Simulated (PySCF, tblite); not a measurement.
Calculations on `[O]CC1(OC)CC1` [radical], in the order of a workflow; each names the level of the geometry that it ran on. Settings lines and outputs come from a driver script.

Species: C5H9O2 (doublet state).
Numbering: `[CH3:1][O:2][C:3]1([CH2:4][O:5])[CH2:6][CH2:7]1` (hydrogens: H8, H9, H10 on C1; H11, H12 on C4; H13, H14 on C6; H15, H16 on C7)

Step 1: GFN2-xTB geometry optimisation, gas phase (tblite 0.8.0) (from a force-field or distance-geometry start)
```json
{"job": {"kind": "relax", "xc": "GFN2-xTB", "basis": "xTB"}, "charge": 0, "multiplicity": 2}
```
```
step      E/eV     max force
  0    -633.32126    2.663
  1    -633.56077    0.712
  2    -633.61302    0.767
...
169    -634.31678    0.021
170    -634.31692    0.018
171    -634.31699    0.013
172    -634.31704    0.012
173    -634.31707    0.010
```

Energy lowered by 23.0 kcal/mol over 173 steps; largest atomic force 0.010 eV/Å at the end. «max force» is the largest atomic force in eV/Å.

The run took 0.74 s of wall time on an Arm Neoverse V2 with one thread, no GPU (shared host).

Step 2: GFN2-xTB harmonic vibrations, gas phase (tblite 0.8.0) (on the GFN2-xTB geometry)
```json
{"job": {"kind": "ir", "xc": "GFN2-xTB", "basis": "xTB"}, "charge": 0, "multiplicity": 2}
```
```
(table of modes left out)
```

42 modes from 125 to 3118 cm⁻¹ (unscaled, harmonic); zero-point energy 81.3 kcal/mol; all wavenumbers are real at this level.

Hardware: one thread of an Arm Neoverse V2, shared host with 96 logical CPUs at a one-minute load of 21. Cost: 0.31 s.

Step 3: UKS B3LYP, pcH-1 on C H O, non-relativistic, mean-field spin-orbit, GIAO (PySCF 2.14.0) (on the GFN2-xTB geometry)
```json
{"job": {"kind": "epr", "basis": "pcH-1"}, "charge": 0, "multiplicity": 2}
```
```
...
E = -346.29366184 Eh   <S^2> = 0.7548 (exact 0.7500)
g shifts (ppm)      1          2          3
  rmc          -294       -294       -294
  gc            -14         53         71
  oz_so         385       4656      25874
  total          77       4414      25651
hyperfine (MHz)  atom isotope    a_iso     a_fc   dipolar eigenvalues
    0   13C      29.31      29.31    -12.63    -11.35     23.98
    1   17O     -10.02     -10.02    -33.83     16.91     16.93
    2   13C      51.37      51.37    -11.25    -10.22     21.47
    3   13C     -32.43     -32.43     -6.95      2.49      4.46
    4   17O     -48.57     -48.57   -216.04    107.74    108.30
    5   13C       1.53       1.53     -1.79     -1.40      3.19
    6   13C      -1.91      -1.91     -0.99     -0.91      1.90
    7    1H      19.76      19.76     -5.51     -0.88      6.39
    8    1H      42.60      42.60    -26.24    -16.49     42.73
    9    1H       6.52       6.52     -5.76     -2.00      7.75
   10    1H     164.31     164.31     -6.07     -3.48      9.55
   11    1H      -2.41      -2.41     -4.51     -4.11      8.62
   12    1H       0.13       0.13     -2.03     -0.94      2.97
   13    1H      -0.16      -0.16     -1.83     -0.95      2.78
   14    1H       0.29       0.29     -1.68     -0.98      2.66
...
```

⟨S²⟩ 0.755; g_iso 2.0124. rmc, gc and oz_so are the mass-correction, gauge-correction and orbital-Zeeman/spin–orbit parts of the g shift along its three principal axes; a_iso is the isotropic hyperfine coupling and a_fc its Fermi-contact part. The log counts atoms from 0, this text from 1.

On one thread of an Arm Neoverse V2, on a shared host, this took 54 s of wall time (with the writing of density and orbital grids) and 1.1 GiB of memory at its peak.

Geometry of the electronic-property runs (GFN2-xTB):
```
atom  x, y, z in Å
C1     1.9193    0.6299   -0.0548
O2     0.9971   -0.0469   -0.8556
C3    -0.2410   -0.1798   -0.2569
C4    -0.9147    1.2308   -0.1356
O5    -0.1661    2.0573    0.5829
C6    -1.0558   -1.3883   -0.5677
C7    -0.4654   -1.2082    0.8089
H8     2.2160    0.0481    0.8233
H9     1.3923    1.5539    0.3263
H10    2.7746    0.8924   -0.6723
H11   -1.8829    1.0339    0.3603
H12   -1.0971    1.5882   -1.1693
H13   -2.1203   -1.2712   -0.6963
H14   -0.6106   -2.1259   -1.2172
H15    0.3695   -1.8358    1.0827
H16   -1.1225   -0.9694    1.6298
```

 (This holds for the electronic-property runs.)

One conformer stands for the species.
